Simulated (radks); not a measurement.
Cd XXVIII, 21 electrons, occupied as [Ar] 3d3.

All-electron calculation, scalar-relativistic Kohn-Sham, r2SCAN, spin-polarised, spherical densities, finite nucleus; open shells are filled with parallel spins first (spin-orbit coupling, left out, can overturn this in heavy ions); meta-GGA in the generalised Kohn-Sham scheme; Fermi nuclear charge, rms radius 4.6087 fm. Program: a radial shooting solver on a logarithmic mesh with Libxc functionals.

Energy parts (eV):
part                       energy
total                 -139446.546
kinetic                145621.563
electron-nucleus      -310872.143
Hartree                 28927.679
exchange-correlation    -3123.645

Orbitals (lengths in bohr, moments of r in powers of bohr; r(90%) holds 90 % of the orbital's charge):
orbital  occ.  eigenvalue (eV)     <r^2>  <1/r>  r(90%)      <r>
1s up       1        -27771.25  0.001250  50.63  0.0546  0.03040
1s down     1        -27771.24  0.001250  50.63  0.0546  0.03040
2s up       1        -5138.185   0.02015  11.60   0.202   0.1308
2s down     1        -5125.774   0.02008  11.63   0.201   0.1306
2p up       3        -4734.646   0.01587  11.16   0.185   0.1141
2p down     3        -4725.421   0.01580  11.18   0.185   0.1139
3s up       1        -1757.436    0.1261  4.432   0.485   0.3328
3s down     1        -1744.323    0.1270  4.404   0.486   0.3341
3p up       3        -1625.189    0.1226  4.258   0.484   0.3260
3p down     3        -1611.173    0.1236  4.231   0.486   0.3274
3d up       3        -1441.412   0.09994  4.060   0.451   0.2932
3d down     0        -1423.591    0.1011  4.043   0.454   0.2948

The highest occupied level is 3d up at -1441.4 eV. The density falls to 0.001 e/bohr^3 at r = 0.97 bohr.
